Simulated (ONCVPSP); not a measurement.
## Reading a pseudo-wave (O (Z = 8))

Columns: radius, all-electron u(r) and pseudo u(r) of the 2s shell (level -39.54 eV) of oxygen in the configuration [He] 2s2 2p3; Wu-Cohen, scalar-relativistic, ONCV scheme, ONCVPSP 4.0.1.

| r (bohr) | all-electron | pseudo |
| --- | --- | --- |
| 0.057 | -0.3731 | 0.0599 |
| 0.115 | -0.4357 | 0.1213 |
| 0.172 | -0.3357 | 0.1855 |
| 0.230 | -0.1589 | 0.2593 |
| 0.288 | 0.0431 | 0.3425 |
| 0.345 | 0.2384 | 0.4298 |
| 0.402 | 0.4161 | 0.5185 |
| 0.460 | 0.5725 | 0.6099 |
| 0.518 | 0.7015 | 0.7030 |
| 0.575 | 0.8021 | 0.7926 |
| 0.632 | 0.8784 | 0.8714 |
| 0.690 | 0.9335 | 0.9313 |
| 0.747 | 0.9682 | 0.9680 |
| 0.805 | 0.9868 | 0.9867 |
| 0.862 | 0.9914 | 0.9913 |
| 0.920 | 0.9845 | 0.9844 |
| 0.977 | 0.9686 | 0.9685 |
| 1.035 | 0.9452 | 0.9451 |
| 1.092 | 0.9167 | 0.9166 |
| 1.150 | 0.8835 | 0.8834 |
| 1.208 | 0.8473 | 0.8472 |
| 1.265 | 0.8097 | 0.8097 |
| 1.322 | 0.7710 | 0.7710 |
| 1.380 | 0.7311 | 0.7311 |
| 1.438 | 0.6912 | 0.6912 |
| 1.495 | 0.6524 | 0.6524 |

Question: How many radial nodes do the two functions have?

Answer: The all-electron 2s function has n − l − 1 = 1; the pseudo-wave has 0, since the states of the same l below it are removed with the core.

Question: At about which radius was the pseudo-wave matched?

Answer: 0.80 bohr, where the columns begin to agree (steps of 0.06 bohr).

Question: Is the pseudo-wave norm-conserving?

Answer: Yes: the ONCV scheme keeps the norm inside the radius equal to the all-electron one, which fixes the energy derivative of the logarithmic derivative at the level.
